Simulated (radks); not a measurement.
The numbers below are computed, except where a source is named.
These are the eigenvalues of the occupied orbitals of an atom or ion with whole-number occupations (eV). Level of theory: non-relativistic Kohn-Sham, HCTH/407, spin-unpolarised, spherical densities, point nucleus (a radial shooting solver on a logarithmic mesh with Libxc functionals).

1s: -3137.956
2s: -328.6121
2p: -264.0480
3p: -36.8339

Which element is it, and in what charge state? The configuration may be excited.

Answer. Z = 18, argon, charge +2: Ar2+ in [Ne] 3p6. The list shows which subshells hold electrons but not how many an open one holds; the 1s level, -115.32 hartree, gives Z - s = 15.2 by -(Z - s)^2/2, which with screening narrows Z to a few neighbours, and the depths of the outer levels then fix element, charge and occupations together.
